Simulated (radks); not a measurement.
All-electron atom: the germanium ion Ge2+ in [Ar] 3d8 4s2 4d2 (not the ground configuration). Method: scalar-relativistic Kohn-Sham, exchange-only B88, spin-polarised, spherical densities, finite nucleus; open shells are filled with parallel spins first; Fermi nuclear charge, rms radius 4.0742 fm; computed with a radial shooting solver on a logarithmic mesh with Libxc functionals. Some entries of the table are withheld. Estimate them.

| orbital | occ. | eigenvalue (eV) | <1/r> (bohr^-1) | r(max) (bohr) |
|---|---|---|---|---|
| 1s up | 1 | -11016.54 | 32.38 | 0.03073 |
| 1s down | 1 | -11016.54 | 32.38 | 0.03073 |
| 2s up | 1 | -1427.113 | 7.103 | 0.1761 |
| 2s down | 1 | -1425.147 | 7.109 | 0.1760 |
| 2p up | 3 | -1253.946 | 6.965 | 0.1412 |
| 2p down | 3 | -1252.472 | 6.971 | 0.1411 |
| 3s up | 1 | -218.6376 | 2.325 | 0.5384 |
| 3s down | 1 | -215.3748 | 2.317 | 0.5390 |
| 3p up | 3 | -165.3598 | 2.184 | 0.5372 |
| 3p down | 3 | -162.1383 | 2.175 | 0.5380 |
| 3d up | 5 | -77.9683 | (1) | 0.4876 |
| 3d down | 3 | -74.6917 | (2) | 0.4901 |
| 4s up | 1 | -39.9233 | (3) | 1.527 |
| 4s down | 1 | -37.8416 | (4) | 1.520 |
| 4p up | 0 | (5) | 0.6566 | 1.731 |
| 4p down | 0 | (6) | 0.6686 | 1.710 |
| 4d up | 2 | -13.5667 | 0.4440 | 2.464 |
| 5s up | 0 | -12.9187 | 0.3319 | 3.742 |

Answer. 
(1) 3d up <1/r> (bohr^-1): 1.904
(2) 3d down <1/r> (bohr^-1): 1.891
(3) 4s up <1/r> (bohr^-1): 0.7668
(4) 4s down <1/r> (bohr^-1): 0.7758
(5) 4p up eigenvalue (eV): -28.3932
(6) 4p down eigenvalue (eV): -26.0685
